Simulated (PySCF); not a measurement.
**FeH at PBE0**

Computed with PBE0; basis Fe def2-TZVPP, H def2-TZVPP; no relativity; PySCF 2.14.

```
state                                           : ⁴Σ⁻ (quartet), unpaired electrons σ ↑, δ ↑↑, a second solution, started from another occupation
bond length                                     : 1.552 Å
harmonic wavenumber                             : 1759 cm⁻¹
force constant                                  : 1.80 mdyn/Å
rotational constant Be                          : 7.068 cm⁻¹
anharmonicity ωexe                              : 30.1 cm⁻¹
vibration–rotation constant αe                  : 0.208 cm⁻¹
bond order (Mayer)                              : 0.98
dipole moment (positive dipole means Fe(−)H(+)) : -2.89 D
```

De is left out where the level can put another filling of the metal’s s and d shells below the measured ground configuration, by anything from nothing to about 1 eV.
